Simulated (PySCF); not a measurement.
**A small calculation by hand: entropy of an ideal gas**

GeH3O3, SMILES [OH][Ge]([OH])[OH] (connectivity only; charge and spin as stated), charge +1, multiplicity 1.

Coordinates come from a ωB97X-D3(BJ)/def2-SVP optimisation. The spin state was assumed, not searched. The isomer is the one that the SMILES or the coordinates give; other isomers of the formula were not compared. Other conformers were not sampled.

ωB97X-D3(BJ)/def2-SVP in PySCF gives the harmonic wavenumbers 219, 224, 231, 295, 374, 420, 761, 773, 818, 902, 908, 939, 3809, 3822, 3837 cm⁻¹ and the rotational temperatures 0.3290, 0.3006, 0.1571 K. The molar mass is 123.65 g/mol, the symmetry number 1, the spin multiplicity 1.

Task: Work out the entropy at 298.15 K and 1 atm in the rigid-rotor, harmonic-oscillator model.

Result: 
Translation (Sackur–Tetrode at 1 atm): S = R[1.5 ln M + 2.5 ln T − 1.16487] = 168.8 J/(mol K).
Rotation: q = (√π/σ) T^1.5/√(θA θB θC) = 73200, S = R[ln q + 3/2] = 105.6 J/(mol K).
Vibration: with u = 1.4388 ν/T, each mode gives R[u/(e^u − 1) − ln(1 − e^−u)]:
| ν (cm⁻¹) | modes | u | S (J/(mol K)) |
|---|---|---|---|
| 219 | 1 | 1.06 | 8.23 |
| 224 | 1 | 1.08 | 8.06 |
| 231 | 1 | 1.11 | 7.83 |
| 295 | 1 | 1.42 | 6.05 |
| 374 | 1 | 1.80 | 4.45 |
| 420 | 1 | 2.03 | 3.73 |
| 761 | 1 | 3.67 | 1.01 |
| 773 | 1 | 3.73 | 0.96 |
| 818 | 1 | 3.95 | 0.81 |
| 902 | 1 | 4.35 | 0.58 |
| 908 | 1 | 4.38 | 0.57 |
| 939 | 1 | 4.53 | 0.50 |
The stiffer modes add less than 0.005 each. Sum 42.8 J/(mol K).
Spin: R ln 1 = 0.0 J/(mol K).
Total 317.2 J/(mol K); the program's own thermochemistry gives 317.2. Translation makes up 53 % and vibration 13 %. Anharmonicity, hindered rotation and orbital degeneracy are left out.
